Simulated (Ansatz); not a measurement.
Basis-set series for CH$_{6}$FInSi, SMILES `FC[SiH2][InH2]`. Total charge 0; spin multiplicity 1. In takes the def2 core potential. The structure was optimised at the PBE0-D4/def2-TZVP level. It is one conformer, not always the lowest.

```
functional       basis  functions  energy (Eh)  HOMO (eV)  LUMO (eV)
   PBE0-D4  def2-TZVPP        238   -620.95411      -7.18      -1.67
   PBE0-D4  def2-QZVPP        446   -620.97281      -7.18      -1.68
   ωB97M-V  def2-TZVPP        238   -621.08568      -9.17      -0.16
   ωB97M-V  def2-QZVPP        446   -621.10363      -9.17      -0.21
```

Problem. Give the rows for def2-SVP. (Estimate.)

Solution. Computed: 
```json
{"functional": "PBE0-D4", "basis": "def2-SVP", "functions": "102", "energy (Eh)": "-620.67703", "HOMO (eV)": "-7.17", "LUMO (eV)": "-1.55"}
{"functional": "ωB97M-V", "basis": "def2-SVP", "functions": "102", "energy (Eh)": "-620.80137", "HOMO (eV)": "-9.13", "LUMO (eV)": "0.07"}
```
